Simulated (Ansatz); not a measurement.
Reaction (ligand exchange at the Si–N bond): `C=N[SiH](F)F` + `O[SiH2]O` → `O[SiH2]O[SiH](F)F` + `C=N`

Gas-phase electronic energies from Ansatz, PBE0-D4/def2-TZVP geometries. CBS: MP2 limit from def2 TZ/QZ plus the TZ coupled-cluster correction, frozen cores. This one scheme is used for every species. Functionals use def2-TZVPP. B3LYP here is the variant with VWN-RPA as its local correlation; programs differ in this. Each species was taken in one conformer, which may not be the lowest.

`C=N[SiH](F)F`:

Z-matrix (Å, degrees):
```
Si
N 1 1.711
F 1 1.582 2 107.9
F 1 1.591 2 112.8 3 -117.6
H 1 1.468 2 110.9 3 120.1
C 2 1.258 1 127.4 3 120.2
H 6 1.096 2 120.1 1 179.2
H 6 1.099 2 124.1 1 -0.9
```

`O[SiH2]O`:

Z-matrix (Å, degrees):
```
Si
O 1 1.642
O 1 1.642 2 113.5
H 1 1.481 2 111.5 3 116.9
H 1 1.481 2 103.8 3 -121.2
H 2 0.958 1 117.7 3 -66.0
H 3 0.958 1 117.7 2 -66.0
```

`O[SiH2]O[SiH](F)F`:

```xyz
10

O     0.307   -1.716    1.586
Si    0.534   -1.263    0.032
O     0.267    0.344   -0.161
Si   -0.654    1.608   -0.503
F    -0.080    2.340   -1.781
F    -2.120    1.136   -0.863
H     0.972   -1.485    2.235
H     1.933   -1.499   -0.393
H    -0.451   -2.024   -0.761
H    -0.708    2.559    0.609
```

`C=N`:

Z-matrix (Å, degrees):
```
C
N 1 1.261
H 1 1.096 2 124.9
H 1 1.092 2 118.8 3 -180.0
H 2 1.021 1 111.0 3 -0.0
```

**Question.** Is it downhill or uphill in electronic energy at CCSD(T)/CBS, and by how much? (Estimate.)

**Answer.** The calculation gave: Downhill: ΔE = -85.3 kJ/mol.

**Question.** What do these levels give: PBE-D4, PBE0-D4, B3LYP-D4, ωB97X-V, ωB97M-V, r2SCAN, HF/def2-TZVPP, MP2/def2-TZVPP, SCS-MP2/def2-TZVPP, CCSD(T)/def2-TZVPP, MP2/def2-QZVPP, MP2/CBS(def2)? (Best estimate.)

**Answer.** Ansatz gave: PBE-D4 -73.4, PBE0-D4 -78.5, B3LYP-D4 -83.1, ωB97X-V -81.6, ωB97M-V -81.3, r2SCAN -80.8, HF/def2-TZVPP -93.6, MP2/def2-TZVPP -83.3, SCS-MP2/def2-TZVPP -86.1, CCSD(T)/def2-TZVPP -86.3, MP2/def2-QZVPP -83.4, MP2/CBS(def2) -82.3 kJ/mol.

Largest T1 diagnostic among the species: 0.013.

From PBE to PBE0 (25 % exact exchange), in def2-TZVPP and without D4, ΔE moves by −5.0 kJ/mol. In def2-TZVPP, CCSD(T) changes the Hartree–Fock value by +7.3 kJ/mol (the triples alone add +2.0 kJ/mol) and MP2 by +10.3 kJ/mol.
